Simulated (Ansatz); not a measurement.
Process, species as SMILES: FSF → F atom + F[S] (F-S)
B3LYP-D3(BJ)/def2-TZVP geometries, fixed; electronic energies without zero-point terms.

Basis-set convergence of the bond dissociation energy at r2SCAN with Ansatz (a program for electronic structure). Cartesian d functions, on some or all atoms, in 6-311G**, 6-311+G**; all else is spherical. Open shells are unrestricted. No added dispersion term, no relativity. Functions are those of the species that has most. Reference: the value in aug-cc-pV(5+d)Z, 91.09 kcal/mol, itself unsure by roughly 0.12 kcal/mol (its mean distance from pcseg-4, aug-pcseg-3, aug-cc-pV(Q+d)Z). Deviations are taken from unrounded values.

```tsv
basis	functions	bond dissociation energy (kcal/mol)
def2-SVP	46	83.95
def2-SVPD	73	85.20
pcseg-1	46	82.08
aug-pcseg-1	73	84.55
cc-pV(D+d)Z	51	84.33
aug-cc-pV(D+d)Z	78	87.45
6-311G**	63	81.12
6-311+G**	75	80.68
pcseg-2	94	89.71
aug-pcseg-2	142	90.56
cc-pV(T+d)Z	99	90.22
aug-cc-pV(T+d)Z	147	90.51
def2-TZVP	99	90.02
def2-TZVPD	126	90.28
def2-TZVPP	104	90.07
def2-TZVPPD	131	90.32
cc-pV(Q+d)Z	174	90.99
aug-cc-pV(Q+d)Z	249	90.96
def2-QZVPP	184	90.76
def2-QZVPPD	211	90.79
pcseg-3	184	91.16
aug-pcseg-3	259	91.20
cc-pV(5+d)Z	282	91.05
aug-cc-pV(5+d)Z	390	91.09
```

What the diffuse functions change, pair by pair:
- def2-SVP to def2-SVPD: 27 more functions, deviation -7.14 to -5.88 kcal/mol
- pcseg-1 to aug-pcseg-1: 27 more functions, deviation -9.01 to -6.53 kcal/mol
- cc-pV(D+d)Z to aug-cc-pV(D+d)Z: 27 more functions, deviation -6.76 to -3.64 kcal/mol
- 6-311G** to 6-311+G**: 12 more functions, deviation -9.97 to -10.41 kcal/mol
- pcseg-2 to aug-pcseg-2: 48 more functions, deviation -1.38 to -0.53 kcal/mol
- cc-pV(T+d)Z to aug-cc-pV(T+d)Z: 48 more functions, deviation -0.87 to -0.58 kcal/mol
- def2-TZVP to def2-TZVPD: 27 more functions, deviation -1.07 to -0.81 kcal/mol
- def2-TZVPP to def2-TZVPPD: 27 more functions, deviation -1.02 to -0.77 kcal/mol
- cc-pV(Q+d)Z to aug-cc-pV(Q+d)Z: 75 more functions, deviation -0.09 to -0.13 kcal/mol
- def2-QZVPP to def2-QZVPPD: 27 more functions, deviation -0.33 to -0.30 kcal/mol
- pcseg-3 to aug-pcseg-3: 75 more functions, deviation 0.07 to 0.12 kcal/mol
- cc-pV(5+d)Z to aug-cc-pV(5+d)Z: 108 more functions, deviation -0.03 to 0.00 kcal/mol

Leaving out the reference's own pair, they bring the value nearer the reference by more than 0.12 kcal/mol in 7 of 11 pairs.
